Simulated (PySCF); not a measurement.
**Core binding energy against partial charge**

Compound: C7H10OSi.
Structure used (PBE0-D3(BJ)/def2-SVP), in Å, numbered top down from 1:
```xyz
19
C7H10OSi angstrom
C     -2.8637   -0.8417    0.4115
C     -2.1179    0.2427    0.1871
C     -2.3867    1.6945    0.0608
C     -1.0710    1.9814   -0.1469
C     -0.6683    0.5694   -0.0446
C      0.4964   -0.0912   -0.1406
C      0.6532   -1.5683   -0.0105
O      1.6197    0.6310   -0.4013
Si     3.2367    0.2367   -0.2275
H     -3.9442   -0.7519    0.5480
H     -2.4340   -1.8439    0.4659
H     -3.2986    2.2908    0.1137
H     -0.5093    2.8997   -0.3229
H      1.0511   -2.0054   -0.9417
H     -0.3053   -2.0501    0.2130
H      1.3577   -1.8237    0.8006
H      3.9794    1.4445   -0.6719
H      3.6071   -0.9342   -1.0778
H      3.5635   -0.0776    1.1967
```

Binding energies: PySCF 2.14.0, delta-SCF UKS SCAN, pcX-2 on the ionised atom, pcseg-1 elsewhere, spin-free X2C. Charges: PBE0/pcSseg-1 ground-state density, for the ionised atom.

| atom | environment | C 1s (eV) | Mulliken (e) | IAO (e) | Hirshfeld (e) | ESP (e) |
| --- | --- | --- | --- | --- | --- | --- |
| C1 | terminal =CH2 carbon | 289.55 | -0.078 | -0.350 | -0.123 | -0.693 |
| C3 | alkene CH carbon | 289.66 | -0.071 | -0.163 | -0.052 | -0.312 |
| C5 | fully substituted alkene carbon | 289.83 | -0.064 | -0.069 | -0.051 | -0.361 |
| C4 | alkene CH carbon | 289.97 | -0.040 | -0.124 | -0.037 | -0.078 |
| C2 | fully substituted alkene carbon | 290.50 | -0.230 | +0.025 | -0.007 | +0.381 |
| C7 | allylic carbon | 290.97 | -0.238 | -0.431 | -0.117 | -0.651 |
| C6 | vinylic carbon bearing oxygen | 291.51 | +0.151 | +0.193 | +0.071 | +0.498 |

Task: How well does each charge scheme correlate with the binding energies over these sites?

Result: Hirshfeld: r = 0.56, slope 6.2 eV per e; ESP: r = 0.55, slope 0.9 eV per e; IAO: r = 0.40, slope 1.4 eV per e; Mulliken: r = 0.20, slope 1.1 eV per e. On 7 points no scheme stands out.

Task: The point-charge model writes a binding energy as kq + V + constant, with V the potential of the other atoms' charges at the site. What does it give with the IAO charges?

Result: V = Σ 14.40 eV Å × q/r over all other atoms: +3.77 eV at C1, +0.83 eV at C3, -1.06 eV at C5, +0.12 eV at C4, -3.14 eV at C2, +5.99 eV at C7, -5.70 eV at C6. Fitting binding energy − V to q gives k = 19.9 eV per e and leaves an rms residual of 0.54 eV, against 0.62 eV for the fit on q alone. The model has no term for differences in relaxation between sites.

The unrestricted hole states depart most from a pure doublet (⟨S²⟩ = 0.75; over 0.85 named) for C 1s of C5 (0.88), C 1s of C4 (0.90), C 1s of C2 (0.95) and C 1s of C6 (0.92), which makes these values less certain. The structure is a single PBE0-D3(BJ)/def2-SVP conformer in the gas phase; no vibrational or solvent corrections.
